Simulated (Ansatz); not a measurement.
This geometry of F3H2NTi + H2 (9 atoms, charge 0, multiplicity 1) is a first-order saddle point.

All numbers below come from RKS PBE0-D4/def2-SVP in Ansatz.

```xyz
9
Properties=species:S:1:pos:R:3
Ti -0.262 -0.074 0.114
N -0.153 0.066 2.141
H -0.245 -0.783 2.696
H 0.594 0.654 2.511
F 1.478 -0.167 -0.021
F -0.578 1.388 -0.755
F -0.798 -1.549 -0.612
H -2.040 0.157 0.950
H -1.361 0.319 1.719
```

Which two structures does it join? (They come from a converged band through this point; their orientation in space is the band's.)

Bonds broken: H8–H9. Bonds formed: Ti1–H8, N2–H9. F3H2NTi + H2 becomes F3H4NTi.

Image 0:

```xyz
9
Properties=species:S:1:pos:R:3
Ti 0.278 0.015 0.207
N 0.363 -0.010 2.045
H -0.450 -0.061 2.655
H 1.225 0.039 2.582
F 1.917 0.012 -0.360
F -0.571 1.445 -0.324
F -0.622 -1.372 -0.351
H -2.733 -0.406 1.095
H -2.774 0.348 1.193
```

Image 6:

```xyz
9
Properties=species:S:1:pos:R:3
Ti -0.332 0.131 -0.060
N -0.375 -0.183 2.203
H -0.428 -1.183 2.398
H 0.494 0.172 2.602
F 1.171 0.956 0.306
F -0.619 0.555 -1.724
F -0.383 -1.621 -0.082
H -1.743 0.909 0.416
H -1.150 0.272 2.683
```

How far does it lie above each of them?

29.1 kcal/mol above the first and 31.2 kcal/mol above the second. This is the barrier of this one path; another mechanism may lie lower. The orbitals stay closed-shell, which can raise the energy where a bond breaks towards radicals; this wasn't checked here.

Run time: 5.5 min on 2 threads of Intel(R) Xeon(R) 6975P-C (Granite Rapids), on a shared host, peak memory 0.28 GiB.
